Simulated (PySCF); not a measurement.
Electron correlation in Cl (chlorine, neutral)

Starting occupation: [Ne] 3s2 3p5, 3p1/2 with m_j = -1/2, +1/2, 3p3/2 with m_j = -1/2, +1/2, +3/2. Computed with PySCF 2.14 in x2c-SVPall-2c, with X2C-1e with screened-nucleus spin-orbit coupling, Gaussian nucleus. Frozen: [Ne]; 7 electrons correlated.

MP2 pair energies summed by pair of shells (mhartree):

| pair | energy | share (%) |
| --- | --- | --- |
| 3p-3p | -73.39 | 64.3 |
| 3p-3s | -33.49 | 29.3 |
| 3s-3s | -7.30 | 6.4 |

Total MP2 correlation energy: -114.18 mhartree.

The GHF reference relaxed away from the jj start to a determinant that is no pure jj level (⟨S²⟩ = 0.75, ⟨J²⟩ = 3.76); the energies belong to that determinant.
